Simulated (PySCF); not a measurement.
Molfile (atoms numbered from 1):
```
C6H10FNSi2
     RDKit          3D

 20 20  0  0  0  0  0  0  0  0999 V2000
   -0.7840   -0.3430    3.0758 N   0  0  0  0  0  0  0  0  0  0  0  0
   -0.9872   -0.4938    1.9588 C   0  0  0  0  0  0  0  0  0  0  0  0
   -1.2082   -0.6914    0.5608 C   0  0  2  0  0  0  0  0  0  0  0  0
    0.2252   -1.7992   -0.1148 Si  0  0  0  0  0  4  0  0  0  0  0  0
    1.8115   -0.7784    0.1144 C   0  0  0  0  0  0  0  0  0  0  0  0
    1.7713    0.5748   -0.6060 C   0  0  0  0  0  0  0  0  0  0  0  0
    0.3411    1.6934   -0.0216 Si  0  0  0  0  0  4  0  0  0  0  0  0
   -1.2036    0.6185   -0.1712 C   0  0  0  0  0  0  0  0  0  0  0  0
   -2.2089    0.9649   -0.9587 C   0  0  0  0  0  0  0  0  0  0  0  0
   -3.3054    0.1931   -1.1402 F   0  0  0  0  0  0  0  0  0  0  0  0
   -2.1665   -1.2053    0.4370 H   0  0  0  0  0  0  0  0  0  0  0  0
    0.2584   -3.0419    0.6585 H   0  0  0  0  0  0  0  0  0  0  0  0
   -0.0652   -2.0438   -1.5317 H   0  0  0  0  0  0  0  0  0  0  0  0
    1.9754   -0.6089    1.1812 H   0  0  0  0  0  0  0  0  0  0  0  0
    2.6706   -1.3523   -0.2397 H   0  0  0  0  0  0  0  0  0  0  0  0
    1.6823    0.4024   -1.6811 H   0  0  0  0  0  0  0  0  0  0  0  0
    2.7228    1.0893   -0.4577 H   0  0  0  0  0  0  0  0  0  0  0  0
    0.2024    2.8523   -0.9077 H   0  0  0  0  0  0  0  0  0  0  0  0
    0.5322    2.1021    1.3709 H   0  0  0  0  0  0  0  0  0  0  0  0
   -2.2693    1.8779   -1.5299 H   0  0  0  0  0  0  0  0  0  0  0  0
  1  2  3  0
  2  3  1  0
  3  4  1  0
  4  5  1  0
  5  6  1  0
  6  7  1  0
  7  8  1  0
  8  9  2  0
  9 10  1  0
  8  3  1  0
  3 11  1  1
  4 12  1  0
  4 13  1  0
  5 14  1  0
  5 15  1  0
  6 16  1  0
  6 17  1  0
  7 18  1  0
  7 19  1  0
  9 20  1  0
M  END
```

No solvent model, single conformer, no relativistic terms. σ from GIAO-PBE0/pcSseg-1; GFN2-xTB structure; PySCF.

Predict the 2D correlation tables (HSQC, COSY, HMBC).

## Answers



HSQC (one-bond C–H):
```tsv
δH	δC
6.82 (H20)	159.1 (C9)
3.79 (H11)	13.0 (C3)
1.70 (H14)	6.6 (C5)
1.38 (H17)	10.7 (C6)
1.37 (H15)	6.6 (C5)
0.96 (H16)	10.7 (C6)
```

COSY cross peaks (H two or three bonds apart, from the bond graph; peaks can be absent where the dihedral angle is near 90°):
```tsv
δH	δH
4.93 (H19)	4.14 (H18)
4.93 (H19)	1.38 (H17)
4.93 (H19)	0.96 (H16)
4.49 (H12)	4.16 (H13)
4.49 (H12)	3.79 (H11)
4.49 (H12)	1.70 (H14)
4.49 (H12)	1.37 (H15)
4.16 (H13)	3.79 (H11)
4.16 (H13)	1.70 (H14)
4.16 (H13)	1.37 (H15)
4.14 (H18)	1.38 (H17)
4.14 (H18)	0.96 (H16)
1.70 (H14)	1.38 (H17)
1.70 (H14)	1.37 (H15)
1.70 (H14)	0.96 (H16)
1.38 (H17)	1.37 (H15)
1.38 (H17)	0.96 (H16)
1.37 (H15)	0.96 (H16)
```

HMBC (two and three bonds, from the bond graph):
```tsv
δH	δC
6.82 (H20)	113.7 (C8), 13.0 (C3)
4.93 (H19)	159.1 (C9), 113.7 (C8), 13.0 (C3), 10.7 (C6), 6.6 (C5)
4.49 (H12)	123.8 (C2), 113.7 (C8), 13.0 (C3), 10.7 (C6), 6.6 (C5)
4.16 (H13)	123.8 (C2), 113.7 (C8), 13.0 (C3), 10.7 (C6), 6.6 (C5)
4.14 (H18)	159.1 (C9), 113.7 (C8), 13.0 (C3), 10.7 (C6), 6.6 (C5)
3.79 (H11)	159.1 (C9), 123.8 (C2), 113.7 (C8), 6.6 (C5)
1.70 (H14)	13.0 (C3), 10.7 (C6)
1.38 (H17)	113.7 (C8), 6.6 (C5)
1.37 (H15)	13.0 (C3), 10.7 (C6)
0.96 (H16)	113.7 (C8), 6.6 (C5)
```

Referencing at the same level of theory: ¹H (31.72 ppm) and ¹³C (186.93 ppm) against TMS.

Short H···H contacts in this conformer between protons four or more bonds apart (candidates for NOE cross peaks, intensity ∝ r⁻⁶): H18···H20 2.73 Å.

Shifts are as computed. Against solution values, carbons near 30 ppm lie about +3 ppm off and those near 130 ppm about +5 ppm. Of 1309 compounds with measured shifts, 239 miss one by over three times the rms of a fit or turn the order of signals round; such compounds aren't used in these exercises.
